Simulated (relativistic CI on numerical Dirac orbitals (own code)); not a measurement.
Computed by Dirac-Coulomb-Breit CI, orbitals from a KLI potential per configuration, model QED (radiative potential, 1s self-energy scaled to tabulated hydrogen-like ionisation energies), unscaled Slater integrals (own radial code, finite nucleus).

The strongest absorption lines from the ground level of an ion, among the configurations computed and to levels below about 7040 eV (vacuum wavelength in Å, gf): 1.9928 (0.41), 2.0309 (0.96), 2.0327 (1.3), 2.0333 (1.5), 2.0445 (1.3), 2.0447 (0.52), 2.1920 (2.2), 16.135 (0.38).

Which ion is it?
A. Ce⁴⁹⁺
B. Ce⁵³⁺
C. Ce⁵¹⁺
D. Dy⁵⁹⁺

C. Ce⁵¹⁺ has 7 electrons and the ground level 2s²2p³ ²P°3/2; the strongest line goes to 2s²2p²3d ²D5/2. The pattern of lines fixes the number of electrons, and along that sequence the line energies rise steadily with the charge (about as its square where n changes within one kind of shell, about linearly where n is kept but much faster in heavy ions where fine structure, which grows about as Z⁴, sets the gap, and irregularly where shells cross), which fixes Z. Configurations outside the model, such as inner-shell arrays, can give stronger lines. At this charge energies of transitions that change n are usually good to better than 1 %, and those within a shell (Δn = 0) to a few per cent.

LS names give the leading component of a level, which can be under half, so a name can repeat, a term be missing and a line seem to break the LS rules.
